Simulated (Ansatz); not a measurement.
Reaction (cleavage of the Si–Ge bond): `CO[SiH](Cl)[GeH3]` + CH₃OH → `CO[SiH](Cl)OC` + GeH₄

Gas-phase electronic energies from Ansatz, PBE0-D4/def2-TZVP geometries. CCSD(T)/CBS adds triple-zeta CCSD(T) − MP2 to the extrapolated MP2 energy (def2 sets, frozen cores). This one scheme is used for every species. For Ge outer-core shells are correlated without core-valence functions, which leaves a few kJ/mol of doubt a bond. Scalar relativity is left out up to krypton. One conformer a species, not always the lowest.

`CO[SiH](Cl)[GeH3]`:

Cartesian coordinates in Å:
```
C 0.690 1.502 -1.248
O 1.146 0.833 -0.092
Si 0.142 0.213 1.041
Cl 1.293 -0.158 2.694
Ge -0.862 -1.829 0.340
H 0.214 0.809 -1.950
H 1.554 1.954 -1.737
H -0.024 2.295 -0.999
H -0.879 1.231 1.415
H -1.630 -1.621 -0.979
H -1.857 -2.326 1.400
H 0.212 -2.903 0.115
```

CH₃OH:

```xyz
6

C    -0.327    0.069   -0.122
O     0.862    0.293    0.600
H    -0.977    0.926    0.058
H    -0.855   -0.834    0.209
H    -0.152   -0.004   -1.203
H     1.449   -0.451    0.458
```

`CO[SiH](Cl)OC`:

Cartesian coordinates in Å:
```
C 1.781 0.941 -1.714
O 0.525 0.840 -1.081
Si 0.114 -0.280 0.009
Cl 1.432 -0.258 1.592
O -1.371 0.120 0.506
C -2.095 -0.537 1.523
H 2.024 0.029 -2.271
H 2.575 1.133 -0.986
H 1.737 1.775 -2.415
H 0.174 -1.652 -0.540
H -3.078 -0.071 1.589
H -2.227 -1.601 1.298
H -1.591 -0.440 2.490
```

GeH₄:

```xyz
5

Ge    0.000    0.000    0.000
H    -0.203    0.695    1.352
H     0.737   -1.328    0.213
H     0.831    0.904   -0.920
H    -1.365   -0.271   -0.646
```

```tsv
species	CCSD/def2-TZVPP energy (Eh)
`CO[SiH](Cl)[GeH3]`	-2941.80239
CH₃OH	-115.54074
`CO[SiH](Cl)OC`	-979.40927
GeH₄	-2077.97792
```

(1) Work out ΔE.

Largest T1 diagnostic among the species: 0.012.

## Answers

(1) ΔE = (-979.40927) + (-2077.97792) − (-2941.80239) − (-115.54074) = -0.04406 Eh = -115.7 kJ/mol. CCSD(T)/CBS gives -110.8 kJ/mol.

In def2-TZVPP, CCSD(T) changes the Hartree–Fock value by +19.8 kJ/mol (the triples alone add +2.1 kJ/mol) and MP2 by +16.1 kJ/mol. From PBE to PBE0 (25 % exact exchange), in def2-TZVPP and without D4, ΔE moves by −7.2 kJ/mol.
